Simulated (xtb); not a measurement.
C3H5 (SMILES [CH]1CC1), doublet, from a rough starting geometry; xtb 6.7.1 with GFN2-xTB.

Input for xtb:
```
$ xtb mol.xyz --gfn 2 --uhf 1 --opt vtight --json

# file mol.xyz
8

C      0.01952521     1.04384426     0.12467248
C      0.71521398    -0.18796576     0.10133261
C     -0.76808072    -0.24927923     0.06900000
H     -0.03315448     1.61342023    -0.83317580
H      1.29274917    -0.51220604    -0.80506682
H      1.29208388    -0.58394367     1.10285569
H     -1.29280269    -0.54202036     1.07614812
H     -1.30209738    -0.61381202    -0.80196432
```

Q: Write the output that xtb gives for this input, abridged.

A: 
```
   ID    Z sym.   atoms
    1    6 C      1-3
    2    1 H      4-8

           -------------------------------------------------
          |                Calculation Setup                |
           -------------------------------------------------

           -------------------------------------------------
          |                 G F N 2 - x T B                 |
           -------------------------------------------------

          ...................................................
          :                      SETUP                      :
          :.................................................:
          :  # basis functions                  17          :
          :  # atomic orbitals                  17          :
          :  # shells                           11          :
          :  # electrons                        17          :
          :  max. iterations                   250          :
          :  Hamiltonian                  GFN2-xTB          :
          :  restarted?                      false          :
          :  GBSA solvation                  false          :
          :  PC potential                    false          :
          :  electronic temp.          300.0000000     K    :
          :  accuracy                    1.0000000          :
          :  -> integral cutoff          0.2500000E+02      :
          :  -> integral neglect         0.1000000E-07      :
          :  -> SCF convergence          0.1000000E-05 Eh   :
          :  -> wf. convergence          0.1000000E-03 e    :
          :  Broyden damping             0.4000000          :
          :  net charge                          0          :
          :  unpaired electrons                  1          :
          ...................................................

 iter      E             dE          RMSdq      gap      omega  full diag
   1     -8.9169968 -0.891700E+01  0.315E+00    8.21       0.0  T
   2     -8.9351933 -0.181965E-01  0.179E+00    8.14       1.0  T
   3     -8.9354853 -0.292068E-03  0.783E-01    8.26       1.0  T
   4     -8.9355853 -0.999519E-04  0.184E-01    8.21       1.0  T
   5     -8.9357411 -0.155843E-03  0.635E-02    8.26       1.0  T
   6     -8.9357401  0.993079E-06  0.272E-02    8.25       1.3  T
   7     -8.9357433 -0.313145E-05  0.343E-03    8.25      10.3  T
   8     -8.9357433 -0.205491E-07  0.112E-03    8.25      31.7  T
   9     -8.9357433 -0.637840E-08  0.246E-04    8.25     143.8  T
  10     -8.9357433 -0.230962E-10  0.215E-05    8.25    1647.1  T

   *** convergence criteria satisfied after 10 iterations ***

         :::::::::::::::::::::::::::::::::::::::::::::::::::::
         ::                     SUMMARY                     ::
         :::::::::::::::::::::::::::::::::::::::::::::::::::::
         :: total energy              -8.815129875365 Eh    ::
         :: gradient norm              0.144519852590 Eh/a0 ::
         :: HOMO-LUMO gap              8.252934344710 eV    ::
         ::.................................................::
         :: SCC energy                -8.935742907229 Eh    ::
         :: -> isotropic ES            0.000886293553 Eh    ::
         :: -> anisotropic ES          0.003286972878 Eh    ::
         :: -> anisotropic XC          0.008216449020 Eh    ::
         :: -> dispersion             -0.002656967362 Eh    ::
         :: repulsion energy           0.120613031864 Eh    ::
         :: add. restraining           0.000000000000 Eh    ::
         :: total charge              -0.000000000000 e     ::
         :::::::::::::::::::::::::::::::::::::::::::::::::::::

      -----------------------------------------------------------
     |                   =====================                   |
     |                        A N C O P T                        |
     |                   =====================                   |
     |               Approximate Normal Coordinate               |
[...]
 * total energy  :    -8.8151299 Eh     change       -0.3801404E-12 Eh
 * total energy  :    -8.8349074 Eh     change       -0.1977751E-01 Eh
 * total energy  :    -8.8382255 Eh     change       -0.3318107E-02 Eh
 * total energy  :    -8.8389161 Eh     change       -0.6905763E-03 Eh
 * total energy  :    -8.8391509 Eh     change       -0.2348534E-03 Eh
 * total energy  :    -8.8392787 Eh     change       -0.1278271E-03 Eh
 * total energy  :    -8.8393139 Eh     change       -0.3515491E-04 Eh
 * total energy  :    -8.8393169 Eh     change       -0.3006652E-05 Eh
 * total energy  :    -8.8393178 Eh     change       -0.8497371E-06 Eh
 * total energy  :    -8.8393177 Eh     change        0.1285851E-07 Eh
 * total energy  :    -8.8393179 Eh     change       -0.1394921E-06 Eh
 * total energy  :    -8.8393179 Eh     change       -0.7471783E-09 Eh
   *** GEOMETRY OPTIMIZATION CONVERGED AFTER 12 ITERATIONS ***
         :: total energy              -8.839317888401 Eh    ::
[...]
      -------------------------------------------------------------
         1        2.0000           -0.6377912             -17.3552
         2        2.0000           -0.5658310             -15.3970
         3        2.0000           -0.5509174             -14.9912
         4        2.0000           -0.5176514             -14.0860
         5        2.0000           -0.4945691             -13.4579
         6        2.0000           -0.4489810             -12.2174
         7        2.0000           -0.4239340             -11.5358
         8        2.0000           -0.4228908             -11.5074
         9        1.0000           -0.3172021              -8.6315 (HOMO)
        10                         -0.0371841              -1.0118 (LUMO)
        11                          0.1041011               2.8327
        12                          0.1236017               3.3634
        13                          0.1736803               4.7261
        14                          0.2440105               6.6399
        15                          0.2979239               8.1069
        16                          0.3326310               9.0513
        17                          0.4367923              11.8857
      -------------------------------------------------------------
                  HL-Gap            0.2800180 Eh            7.6197 eV
             Fermi-level           -0.2736198 Eh           -7.4456 eV

     #   Z          covCN         q      C6AA      α(0)
     1   6 C        2.884    -0.076    29.895     8.964
     2   6 C        3.805    -0.055    21.565     6.611
     3   6 C        3.805    -0.055    21.565     6.611
     4   1 H        0.927     0.037     2.490     2.468
     5   1 H        0.925     0.031     2.577     2.510
     6   1 H        0.925     0.044     2.394     2.419
     7   1 H        0.925     0.044     2.394     2.419
     8   1 H        0.925     0.031     2.577     2.510

 Mol. C6AA /au·bohr⁶  :        510.877509
 Mol. C8AA /au·bohr⁸  :      11362.033441
 Mol. α(0) /au        :         34.512437

Wiberg/Mayer (AO) data.
largest (>0.10) Wiberg bond orders for each atom

 ---------------------------------------------------------------------------
     #   Z sym  total        # sym  WBO       # sym  WBO       # sym  WBO
 ---------------------------------------------------------------------------
     1   6 C    3.190 --     2 C    1.063     3 C    1.063     4 H    0.975
     2   6 C    3.945 --     1 C    1.063     6 H    0.962     5 H    0.959
                             3 C    0.948
     3   6 C    3.945 --     1 C    1.063     7 H    0.962     8 H    0.959
                             2 C    0.948
     4   1 H    0.998 --     1 C    0.975
     5   1 H    0.998 --     2 C    0.959
     6   1 H    0.998 --     2 C    0.962
     7   1 H    0.998 --     3 C    0.962
     8   1 H    0.998 --     3 C    0.959
 ---------------------------------------------------------------------------

Topologies differ in total number of bonds
Writing topology from bond orders to xtbtopo.mol

molecular dipole:
                 x           y           z       tot (Debye)
 q only:        0.001      -0.121       0.011
   full:        0.003      -0.228      -0.140       0.681
molecular quadrupole (traceless):
                xx          xy          yy          xz          yz          zz
 q only:        0.228       0.011      -0.296       0.004      -0.332       0.068
  q+dip:       -0.468       0.015      -0.819       0.010      -1.161       1.286
   full:       -0.196       0.018      -0.937       0.008      -0.846       1.133

optimized geometry written to: xtbopt.xyz

           -------------------------------------------------
          | TOTAL ENERGY               -8.839317888401 Eh   |
          | GRADIENT NORM               0.000030876711 Eh/α |
          | HOMO-LUMO GAP               7.619677991711 eV   |
           -------------------------------------------------

normal termination of xtb
```
